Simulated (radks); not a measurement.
Values are calculated unless marked as measured or tabulated.
How relativity changes the ionisation of the neodymium ion Nd2+ ([Xe] 4f4) to Nd3+ ([Xe] 4f3). Spin-unpolarised spherical Kohn-Sham, PBE, point nucleus unless stated (finite: rms radius 4.9123 fm), a radial shooting solver on a logarithmic mesh with Libxc functionals. A level marked "c x" has the speed of light scaled by that factor and shares open shells by 2j + 1; other Dirac levels either fill j = l - 1/2 first or share by 2j + 1.

| level | E(Nd2+) (hartree) | E(Nd3+) (hartree) | IE (eV) | HOMO | <r> HOMO (bohr) |
|---|---|---|---|---|---|
| non-rel. | -9285.8141 | -9284.8740 | 25.580 | 4f | 1.016 |
| scalar-rel. | -9623.3749 | -9622.5499 | 22.449 | 4f | 1.085 |
| scalar-rel., finite nucleus | -9622.8518 | -9622.0268 | 22.450 | 4f | 1.085 |
| Dirac, 2j+1 shares | -9629.2657 | -9628.4428 | 22.390 | 4f7/2 | 1.093 |
| Dirac, low j first | -9629.2999 | -9628.4720 | 22.530 | 4f5/2 | 1.081 |
| Dirac, 2j+1 shares, finite nucleus | -9628.7400 | -9627.9171 | 22.391 | 4f7/2 | 1.093 |
| Dirac, c x 0.75 | -9952.7236 | -9951.9861 | 20.068 | 4f7/2 | 1.174 |
| Dirac, c x 10 | -9288.9341 | -9287.9953 | 25.548 | 4f7/2 | 1.017 |
| Dirac, c x 100 | -9285.8453 | -9284.9052 | 25.580 | 4f7/2 | 1.016 |

NIST Atomic Spectra Database: 22.09 eV (semi-empirical). The relativistic part of the total energy of Nd2+ is -342.9 hartree (Dirac, 2j+1 shares, finite nucleus), 3.7 % of the non-relativistic value. Spin polarisation and multiplet splitting of open shells are left out at every level.

Beside tabulated values, note that relativity, absent from the non-relativistic runs, is large for the heavy elements, and spin-unpolarised runs miss the spin-polarisation part of the exchange energy of open shells.
